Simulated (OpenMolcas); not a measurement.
# OpenMolcas run: Ag³⁺

Input:

```
&GATEWAY
Coord
1

Ag 0.0 0.0 0.0
Basis=ANO-R2
Group=XYZ
NoMove
AngMom=0.0 0.0 0.0
AMFI
&SEWARD
&RASSCF
FileOrb=start.orb
Symmetry=1
Spin=3
nActEl=8 0 0
Inactive=9 9
Ras2=5 0
CIRoot=10 10 1
SDav=10
CIMx=300
Iter=120 100
PrWF=0.3
OrbListing=Nothing
MaxOrb=0
Atom
>>> COPY $Project.JobIph JOB001
&RASSCF
FileOrb=start.orb
Symmetry=1
Spin=1
nActEl=8 0 0
Inactive=9 9
Ras2=5 0
CIRoot=15 15 1
SDav=15
CIMx=300
Iter=120 100
PrWF=0.3
OrbListing=Nothing
MaxOrb=0
Atom
>>> COPY $Project.JobIph JOB002
&RASSI
NrOfJobIphs=2 10 15
1 2 3 4 5 6 7 8 9 10
1 2 3 4 5 6 7 8 9 10 11 12 13 14 15
IphNames
JOB001
JOB002
EJob
SpinOrbit
DIPRint=1.0
SOCoupling=1000.0
Subsets=2
MEES
Property=10
'ANGMOM' 1 'ANGMOM' 2 'ANGMOM' 3 'MLTPL  1' 1 'MLTPL  1' 2 'MLTPL  1' 3
'AMFI' 1 'AMFI' 2 'AMFI' 3 'MLTPL  2' 6
SOProperty=3
'ANGMOM' 1 'ANGMOM' 2 'ANGMOM' 3
```

A driver script runs the steps one by one and writes start.orb anew before each from the orbitals found so far.

Output, cut to the results:

```
--- SEWARD ---
Basis set label: AG.ANO-R...7S5P4D2F1G.

      Electronic valence basis set:
      ------------------
      Associated Effective Charge  47.000000 au
      Associated Actual Charge     47.000000 au
      Nuclear Model: Finite nucleus - Gaussian distribution
        Gaussian exponent, Xi/bohr**(-2):  2.03890E+08

      Shell  nPrim  nBasis  Cartesian Spherical Contaminant
         s      23       7        X
         p      16       5        X
         d      12       4                 X
         f       6       2                 X
         g       5       1                 X
                  Relativistic X2C integrals
                  Atomic mean-field integrals
--- RASSCF ---
Wave function specifications:
      -----------------------------

      Number of closed shell electrons          36
      Number of electrons in active shells       8
      Max number of holes in RAS1 space          0
      Max nr of electrons in RAS3 space          0
      Number of inactive orbitals               18
      Number of active orbitals                  5
      Number of secondary orbitals              42
      Spin quantum number                      1.0
      State symmetry                             1
Orbital specifications:
      -----------------------

      Symmetry species                           1   2
                                                ag  au
      Frozen orbitals                            0   0
      Inactive orbitals                          9   9
      Active orbitals                            5   0
      RAS1 orbitals                              0   0
      RAS2 orbitals                              5   0
      RAS3 orbitals                              0   0
      Secondary orbitals                        22  20
      Deleted orbitals                           0   0
      Number of basis functions                 36  29
      Number of CSFs                            10
      Number of root(s) required                10
      Iter CI   SX   CI       RASSCF       Energy    max ROT     max BLB   max BLB  Level Ln srch  Step   QN
          iter iter root      energy       change     param      element    value   shift minimum  type update
 Nr of preliminary CI iterations:   1
      Total energies have been shifted. Add                -5000.00 au
        1   1    7    0  -310.40606537    0.00E+00   1.25E-01*  13  21 1  4.49E-01*  0.00   0.00    SX    NO
        2   1    7    0  -310.63717414   -2.31E-01*  2.87E-02    9  15 2  2.18E-01*  0.00   0.00    SX    NO
        3   1    7    0  -310.66230078   -2.51E-02*  2.13E-02    7  13 2 -8.69E-02*  0.00   0.00    SX    NO
        4   1    7    0  -310.66829247   -5.99E-03*  1.09E-02    8  14 2  5.07E-02*  0.00   0.00    SX    NO
        5   1    7    0  -310.66996618   -1.67E-03*  3.84E-03    9  15 2 -2.67E-02*  0.00   0.65    QN   YES
        6   1    6    0  -310.67066016   -6.94E-04*  9.39E-05   11  19 1  4.53E-04*  0.00   1.02    QN   YES
        7   1    5    0  -310.67066046   -2.98E-07*  1.64E-06    7  13 2  1.43E-05   0.00   1.00    QN   YES
        8   1    3    0  -310.67066046   -1.53E-10  -2.36E-07    8  14 2  2.22E-06   0.00   1.16    QN   YES
      Convergence after  8 iterations
        9   1    3    0  -310.67066046   -3.64E-12  -2.36E-07   13  21 1  6.46E-08   0.00   1.16    QN   YES
      Natural orbitals and occupation numbers for root  1
      sym 1:   1.163384   1.836616   1.836616   2.000000   1.163384
      Natural orbitals and occupation numbers for root  2
      sym 1:   1.043606   1.043606   1.956394   2.000000   1.956394
      Natural orbitals and occupation numbers for root  3
      sym 1:   2.000000   1.279210   1.279210   1.720790   1.720790
::    RASSCF root number  1 Total energy:  -5310.69218982
::    RASSCF root number  2 Total energy:  -5310.69218982
::    RASSCF root number  3 Total energy:  -5310.69218982
::    RASSCF root number  4 Total energy:  -5310.69218982
::    RASSCF root number  5 Total energy:  -5310.69218982
::    RASSCF root number  6 Total energy:  -5310.69218982
::    RASSCF root number  7 Total energy:  -5310.69218982
::    RASSCF root number  8 Total energy:  -5310.62042527
::    RASSCF root number  9 Total energy:  -5310.62042527
::    RASSCF root number 10 Total energy:  -5310.62042527
--- RASSCF ---
Wave function specifications:
      -----------------------------

      Number of closed shell electrons          36
      Number of electrons in active shells       8
...
--- RASSI ---
SPIN-FREE ENERGIES:
  (Shifted by EMIN (a.u.) =      -5310.6921898234)

 SF State       Relative EMIN(au)   Rel lowest level(eV)    D:o, cm**(-1)      L_eff

     1             0.0000000000        0.0000000000              0.0000         3.0
     2             0.0000000000        0.0000000000              0.0000         3.0
     3             0.0000000000        0.0000000000              0.0000         3.0
     4             0.0000000000        0.0000000000              0.0000         3.0
     5             0.0000000000        0.0000000000              0.0000         3.0
     6             0.0000000000        0.0000000000              0.0000         3.0
     7             0.0000000000        0.0000000000              0.0000         3.0
    11             0.0625615300        1.7023859575          13730.6687         2.0
    12             0.0625615300        1.7023859575          13730.6687         2.0
    13             0.0625615300        1.7023859575          13730.6687         2.0
    14             0.0625615300        1.7023859575          13730.6687         2.0
    15             0.0625615300        1.7023859575          13730.6687         2.0
    10             0.0717645496        1.9528128786          15750.4981         1.0
     8             0.0717645496        1.9528128786          15750.4981         1.0
     9             0.0717645496        1.9528128786          15750.4981         1.0
    16             0.0959765446        2.6116548246          21064.4167         4.0
    17             0.0959765446        2.6116548246          21064.4167         4.0
    18             0.0959765446        2.6116548246          21064.4167         4.0
    19             0.0959765446        2.6116548246          21064.4167         4.0
    20             0.0959765446        2.6116548246          21064.4167         4.0
    21             0.0959765446        2.6116548246          21064.4167         4.0
...
```

Levels above the lowest, from the spin-orbit matrix, grouped by J:

```tsv
Configuration	Term	J	E (eV)	Measured (eV)	Term weight %	Second
4d⁸	³F	4	0.0000	0.0000	99	
4d⁸	³F	3	0.4917	0.5173	100	
4d⁸	³F	2	0.7394	0.7228	92	8 ¹D
4d⁸	¹D	2	1.8650		47	47 ³P
4d⁸	³P	1	2.4445	1.9713	100	
4d⁸	³P	0	2.4867	1.9952	98	
4d⁸	³P	2	2.5259		53	45 ¹D
4d⁸	¹G	4	3.0039	2.5504	99	
4d⁸	¹S	0	6.9827	5.8444	98
```

Against the 6 measured excited levels shown (the list in Gamrath, thesis, University of Mons (2023)) the mean absolute deviation is 3500 cm-1; the largest miss in energy is 4d⁸ ¹S₀: computed 6.9827, measured 5.8444 eV (+19.5 %), and the largest in proportion 4d⁸ ³P₀ (+24.6 %).

Without dynamic correlation excited terms often stand tens of per cent too high (terms of higher spin than the ground term too low), and those without a measured partner can miss by more than the paired ones. Computed and measured levels are paired by configuration, term and J; levels that our copy of the source lacks, or whose pairing is in doubt (as where it misses far off the trend of its configuration), stay unpaired and out of the deviations. Only configurations of the active space appear.

The term weight is that of the spin-free term in the level, not the purity of its configuration.
